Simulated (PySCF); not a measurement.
CH4Cl2GaN, SMILES C[NH][Ga]([Cl])[Cl]. Atoms are numbered in the order given.

```xyz
9

Ga     0.0741     0.1188     0.0000
Cl     0.6772     2.1791     0.0000
Cl    -2.0165    -0.3826     0.0000
N      1.2990    -1.2023     0.0000
C      1.0385    -2.6308     0.0000
H      2.2817    -0.9471     0.0000
H      1.4559    -3.1318    -0.8928
H      1.4559    -3.1318     0.8928
H     -0.0466    -2.8133     0.0000
```

Geometry: B3LYP-D3(BJ)/def2-SVP. The structure was generated by enumeration; whether it is a known compound was not checked. The values are those of a single conformer.

These are PBE0/pcSseg-1 (PySCF) values and carry that method's errors.

GIAO shieldings, no solvent; atoms listed in one row are averaged. δ = σ(ref) − σ: ³⁵Cl against HCl (σ = 945.9 ppm); ¹⁵N against NH3 (σ = 267.4 ppm); ¹³C against TMS (σ = 186.3 ppm); ¹H against TMS (σ = 31.56 ppm), references at their B3LYP-D3(BJ)/def2-TZVP geometries, non-relativistic (without spin–orbit terms, shifts of atoms bonded to Cl or Br come out too high).

| nucleus | atoms | count | δ (ppm) |
|---|---|---|---|
| ³⁵Cl | Cl2 | 1 | 13.9 |
| ³⁵Cl | Cl3 | 1 | -6.3 |
| ¹⁵N | N4 | 1 | 66.8 |
| ¹³C | C5 | 1 | 36.3 |
| ¹H | H7, H8, H9 | 3 | 3.32 |
| ¹H | H6 | 1 | 2.06 |
